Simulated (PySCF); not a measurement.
CHO₂, SMILES [O][C]O (connectivity only; charge and spin as stated), neutral, multiplicity 2.

The structure is a stationary point at PBE-D3(BJ)/def2-TZVP. Other conformers were not sampled.

Computed with PBE-D3(BJ)/def2-TZVP (PySCF).

No scaling factor is applied to the harmonic values.

| mode | ν (cm⁻¹) | IR (km/mol) | moving atoms (share of kinetic energy) |
|---|---|---|---|
| 1 | 546 | 87.7 | H 81 %, C 11 % |
| 2 | 599 | 5.0 | O 63 %, C 29 % |
| 3 | 1058 | 61.1 | C 45 %, O 44 %, H 11 % |
| 4 | 1196 | 222.6 | H 73 %, O 18 %, C 9 % |
| 5 | 1843 | 202.4 | C 60 %, O 38 % |
| 6 | 3665 | 96.8 | H 94 % |
